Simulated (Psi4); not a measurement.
A run for Psi4: SAPT0/jun-cc-pV(D+d)Z on C2H6F2 (a complex), monomers drawn apart or pushed together.

```
memory 1800 MB

molecule dimer {
0 1
C    -0.23193803    0.52333371    0.46189493
F     1.06119503    0.13771344    0.82245860
H    -0.80462488    0.70245050    1.37047248
H    -0.16614723    1.43274568   -0.13618579
H    -0.68070591   -0.28023883   -0.12286077
--
0 1
C     0.55272793    0.32661328    4.52413361
F    -0.74097790    0.71026463    4.16352329
H     0.48806710   -0.58076294    5.12549787
H     1.12459478    0.14468255    3.61557467
H     1.00164953    1.13251017    5.10563944
units angstrom
symmetry c1
no_reorient
no_com
}

set {
  basis jun-cc-pV(D+d)Z
  scf_type df
  freeze_core true
}

energy('sapt0')
```

It printed:

```
[...]
==> Input File <==

--------------------------------------------------------------------------
memory 1800 MB

molecule dimer {
0 1
C    -0.23193803    0.52333371    0.46189493
F     1.06119503    0.13771344    0.82245860
H    -0.80462488    0.70245050    1.37047248
H    -0.16614723    1.43274568   -0.13618579
H    -0.68070591   -0.28023883   -0.12286077
--
0 1
C     0.55272793    0.32661328    4.52413361
F    -0.74097790    0.71026463    4.16352329
H     0.48806710   -0.58076294    5.12549787
H     1.12459478    0.14468255    3.61557467
H     1.00164953    1.13251017    5.10563944
units angstrom
symmetry c1
no_reorient
no_com
}

set {
  basis jun-cc-pV(D+d)Z
  scf_type df
  freeze_core true
}

energy('sapt0')
--------------------------------------------------------------------------


   => Loading Basis Set <=

    Name: JUN-CC-PV(D+D)Z
    Role: ORBITAL
    Keyword: BASIS
    atoms 1, 6      entry C          line   188 file jun-cc-pv_dpd_z.gbs
    atoms 2, 7      entry F          line   290 file jun-cc-pv_dpd_z.gbs
    atoms 3-5, 8-10 entry H          line    60 file jun-cc-pv_dpd_z.gbs

   => Loading Basis Set <=

    Name: JUN-CC-PV(D+D)Z
    Role: ORBITAL
    Keyword: BASIS
    atoms 1, 6      entry C          line   188 file jun-cc-pv_dpd_z.gbs
    atoms 2, 7      entry F          line   290 file jun-cc-pv_dpd_z.gbs
    atoms 3-5, 8-10 entry H          line    60 file jun-cc-pv_dpd_z.gbs


  //>>>>>>>>>>>>>>>>>>>>>>>>>>>>>>>>>>>//
  //              Dimer HF             //
  //<<<<<<<<<<<<<<<<<<<<<<<<<<<<<<<<<<<//

   => Libint2 <=

    Primary   basis highest AM E, G, H:  7, 6, 3
    Auxiliary basis highest AM E, G, H:  7, 7, 4
    Onebody   basis highest AM E, G, H:  -, -, -
    Solid Harmonics ordering:            Gaussian


   => Loading Basis Set <=

    Name: JUN-CC-PV(D+D)Z
    Role: ORBITAL
    Keyword: BASIS
    atoms 1, 6      entry C          line   188 file jun-cc-pv_dpd_z.gbs
    atoms 2, 7      entry F          line   290 file jun-cc-pv_dpd_z.gbs
    atoms 3-5, 8-10 entry H          line    60 file jun-cc-pv_dpd_z.gbs


         ---------------------------------------------------------
                                   SCF
               by Justin Turney, Rob Parrish, Andy Simmonett
                          and Daniel G. A. Smith
                              RHF Reference
                        1 Threads,   1716 MiB Core
         ---------------------------------------------------------

  ==> Geometry <==

    Molecular point group: c1
    Full point group: C1

    Geometry (in Angstrom), charge = 0, multiplicity = 1:

       Center              X                  Y                   Z               Mass
    ------------   -----------------  -----------------  -----------------  -----------------
         C           -0.231938030000     0.523333710000     0.461894930000    12.000000000000
         F            1.061195030000     0.137713440000     0.822458600000    18.998403162730
         H           -0.804624880000     0.702450500000     1.370472480000     1.007825032230
         H           -0.166147230000     1.432745680000    -0.136185790000     1.007825032230
         H           -0.680705910000    -0.280238830000    -0.122860770000     1.007825032230
         C            0.552727930000     0.326613280000     4.524133610000    12.000000000000
         F           -0.740977900000     0.710264630000     4.163523290000    18.998403162730
         H            0.488067100000    -0.580762940000     5.125497870000     1.007825032230
         H            1.124594780000     0.144682550000     3.615574670000     1.007825032230
         H            1.001649530000     1.132510170000     5.105639440000     1.007825032230

  Running in c1 symmetry.

  Rotational constants: A =      0.35140  B =      0.02494  C =      0.02375 [cm^-1]
  Rotational constants: A =  10534.78087  B =    747.57044  C =    712.14205 [MHz]
  Nuclear repulsion =  118.585208023881506

  Charge       = 0
  Multiplicity = 1
  Electrons    = 36
  Nalpha       = 18
  Nbeta        = 18

  ==> Algorithm <==

  SCF Algorithm Type is DF.
  DIIS enabled.
  MOM disabled.
  Fractional occupation disabled.
  Guess Type is SAD.
  Energy threshold   = 1.00e-08
  Density threshold  = 1.00e-08
  Integral threshold = 1.00e-12

  ==> Primary Basis <==

  Basis Set: JUN-CC-PV(D+D)Z
    Blend: JUN-CC-PV(D+D)Z
    Number of shells: 50
    Number of basis functions: 102
    Number of Cartesian functions: 106
    Spherical Harmonics?: true
    Max angular momentum: 2

   => Loading Basis Set <=

    Name: (JUN-CC-PV(D+D)Z AUX)
    Role: JKFIT
    Keyword: DF_BASIS_SCF
    atoms 1, 6      entry C          line   146 file jun-cc-pvdz-jkfit.gbs
    atoms 2, 7      entry F          line   314 file jun-cc-pvdz-jkfit.gbs
    atoms 3-5, 8-10 entry H          line    70 file jun-cc-pvdz-jkfit.gbs

  ==> Integral Setup <==

  DFHelper Memory: AOs need 0.037 GiB; user supplied 1.257 GiB.
  SCF_SUBTYPE=INCORE selected. In-core MEM_DF algorit
[...]
167979    99A      7.197417
     100A      7.474665   101A     18.429820   102A     42.887354

    Final Occupation by Irrep:
              A
    DOCC [     9 ]
    NA   [     9 ]
    NB   [     9 ]

  @DF-RHF Final Energy:  -139.05297472804838

   => Energetics <=

    Nuclear Repulsion Energy =             37.1388542131287309
    One-Electron Energy =                -265.8343564745632648
    Two-Electron Energy =                  89.6425275333861435
    Total Energy =                       -139.0529747280484116

Computation Completed


Properties will be evaluated at   0.000000,   0.000000,   0.000000 [a0]

Properties computed using the SCF density matrix


 Multipole Moments:

 ------------------------------------------------------------------------------------
     Multipole            Electronic (a.u.)      Nuclear  (a.u.)        Total (a.u.)
 ------------------------------------------------------------------------------------

 L = 1.  Multiply by 2.5417464519 to convert [e a0] to [Debye]
 Dipole X            :          2.2333966           -1.3948486            0.8385479
 Dipole Y            :        -17.3478373           17.0991701           -0.2486673
 Dipole Z            :       -148.0396220          148.2740029            0.2343808
 Magnitude           :                                                    0.9055012

 ------------------------------------------------------------------------------------

  Constructing Basis Sets for SAPT...

   => Loading Basis Set <=

    Name: (JUN-CC-PV(D+D)Z AUX)
    Role: RIFIT
    Keyword: DF_BASIS_SAPT
    atoms 1, 6      entry C          line   100 file jun-cc-pvdz-ri.gbs
    atoms 2, 7      entry F          line   232 file jun-cc-pvdz-ri.gbs
    atoms 3-5, 8-10 entry H          line    30 file jun-cc-pvdz-ri.gbs

   => Loading Basis Set <=

    Name: (JUN-CC-PV(D+D)Z AUX)
    Role: JKFIT
    Keyword: DF_BASIS_ELST
    atoms 1, 6      entry C          line   146 file jun-cc-pvdz-jkfit.gbs
    atoms 2, 7      entry F          line   314 file jun-cc-pvdz-jkfit.gbs
    atoms 3-5, 8-10 entry H          line    70 file jun-cc-pvdz-jkfit.gbs


  //>>>>>>>>>>>>>>>>>>>>>>>>>>>>>>>>>>>//
  //               SAPT0               //
  //<<<<<<<<<<<<<<<<<<<<<<<<<<<<<<<<<<<//



        SAPT0
    Ed Hohenstein
     6 June 2009

      Orbital Information
  --------------------------
    NSO        =       102
    NMO        =       102
    NRI        =       344
    NRI (Elst) =       454
    NOCC A     =         9
    NOCC B     =         9
    FOCC A     =         2
    FOCC B     =         2
    NVIR A     =        93
    NVIR B     =        93

    Elst10,r            =    -0.003184696038 [Eh]
    Exch10              =     0.001050625489 [Eh]
    Exch10 (S^2)        =     0.001050337828 [Eh]

    Maxiter = 50
    CPHF R converge = 1.000000E-08

    Iter     Energy [mEh]          dE [mEh]         Residual      Time [s]
       1      -0.16642033       0.166420328     2.377086e-03             0
       2      -0.20184817       0.035427842     1.203775e-03             0
       3      -0.20807124       0.006223070     2.459031e-04             0
       4      -0.20646664      -0.001604596     4.679633e-05             0
       5      -0.20648918       0.000022534     1.494738e-05             0
       6      -0.20653560       0.000046427     3.475700e-06             0
       7      -0.20653179      -0.000003814     6.998053e-07             0
       8      -0.20653053      -0.000001258     1.218626e-07             0
       9      -0.20653082       0.000000285     2.056866e-08             1
      10      -0.20653080      -0.000000017     3.274638e-09             1

    CHF Iterations converged

    Maxiter = 50
    CPHF R converge = 1.000000E-08

    Iter     Energy [mEh]          dE [mEh]         Residual      Time [s]
       1      -0.16640522       0.166405216     2.377063e-03             0
       2      -0.20183188       0.035426659     1.203791e-03             0
       3      -0.20805496       0.006223082     2.458985e-04             0
       4      -0.20645047      -0.001604490     4.679556e-05             0
       5      -0.20647300       0.000022536     1.494722e-05             0
       6      -0.20651943       0.000046423     3.475708e-06             0
       7      -0.20651561      -0.000003813     6.998294e-07             0
       8      -0.20651436      -0.000001258     1.218671e-07             0
       9      -0.20651464       0.000000285     2.056899e-08             0
      10      -0.20651462      -0.000000017     3.274916e-09             0

    CHF Iterations converged

    Ind20,r (A<-B)      =    -0.000206530799 [Eh]
    Ind20,r (B<-A)      =    -0.000206514623 [Eh]
    Ind20,r             =    -0.000413045422 [Eh]
    Exch-Ind20,r (A<-B) =     0.000084099316 [Eh]
    Exch-Ind20,r (B<-A) =     0.000084085291 [Eh]
    Exch-Ind20,r        =     0.000168184607 [Eh]
    Disp20              =    -0.000864450118 [Eh]
    Disp20 (SS)         =    -0.000432225059 [Eh]
    Disp20 (OS)         =    -0.000432225059 [Eh]
    Exch-Disp20         =     0.000055019575 [Eh]
    Exch-Disp20 (SS)    =     0.000029128060 [Eh]
    Exch-Disp20 (OS)    =     0.000025891514 [Eh]

    SAPT Results
  --------------------------------------------------------------------------------------------------------
    Electrostatics                 -3.18469604 [mEh]      -1.99842694 [kcal/mol]      -8.36141830 [kJ/mol]
      Elst10,r                     -3.18469604 [mEh]      -1.99842694 [kcal/mol]      -8.36141830 [kJ/mol]

    Exchange                        1.05062549 [mEh]       0.65927745 [kcal/mol]       2.75841684 [kJ/mol]
      Exch10                        1.05062549 [mEh]       0.65927745 [kcal/mol]       2.75841684 [kJ/mol]
      Exch10(S^2)                   1.05033783 [mEh]       0.65909694 [kcal/mol]       2.75766159 [kJ/mol]

    Induction                      -0.32034134 [mEh]      -0.20101722 [kcal/mol]      -0.84105606 [kJ/mol]
      Ind20,r                      -0.41304542 [mEh]      -0.25918992 [kcal/mol]      -1.08445061 [kJ/mol]
      Exch-Ind20,r                  0.16818461 [mEh]       0.10553743 [kcal/mol]       0.44156863 [kJ/mol]
      delta HF,r (2)               -0.07548052 [mEh]      -0.04736474 [kcal/mol]      -0.19817408 [kJ/mol]

    Dispersion                     -0.80943054 [mEh]      -0.50792533 [kcal/mol]      -2.12515960 [kJ/mol]
      Disp20                       -0.86445012 [mEh]      -0.54245064 [kcal/mol]      -2.26961347 [kJ/mol]
      Exch-Disp20                   0.05501957 [mEh]       0.03452530 [kcal/mol]       0.14445387 [kJ/mol]
      Disp20 (SS)                  -0.43222506 [mEh]      -0.27122532 [kcal/mol]      -1.13480674 [kJ/mol]
      Disp20 (OS)                  -0.43222506 [mEh]      -0.27122532 [kcal/mol]      -1.13480674 [kJ/mol]
      Exch-Disp20 (SS)              0.02912806 [mEh]       0.01827813 [kcal/mol]       0.07647571 [kJ/mol]
      Exch-Disp20 (OS)              0.02589151 [mEh]       0.01624717 [kcal/mol]       0.06797816 [kJ/mol]

  Total HF                         -2.45441189 [mEh]      -1.54016671 [kcal/mol]      -6.44405752 [kJ/mol]
  Total SAPT0                      -3.26384243 [mEh]      -2.04809205 [kcal/mol]      -8.56921712 [kJ/mol]

  Special recipe for scaled SAPT0 (see Manual):
    Electrostatics sSAPT0          -3.18469604 [mEh]      -1.99842694 [kcal/mol]      -8.36141830 [kJ/mol]
    Exchange sSAPT0                 1.05062549 [mEh]       0.65927745 [kcal/mol]       2.75841684 [kJ/mol]
    Induction sSAPT0               -0.32020311 [mEh]      -0.20093049 [kcal/mol]      -0.84069316 [kJ/mol]
    Dispersion sSAPT0              -0.80938533 [mEh]      -0.50789696 [kcal/mol]      -2.12504088 [kJ/mol]
  Total sSAPT0                     -3.26365899 [mEh]      -2.04797694 [kcal/mol]      -8.56873550 [kJ/mol]
  --------------------------------------------------------------------------------------------------------



*** Psi4 exiting successfully. Buy a developer a beer!
```

The run finished.

Cost: roughly 11 core-seconds.
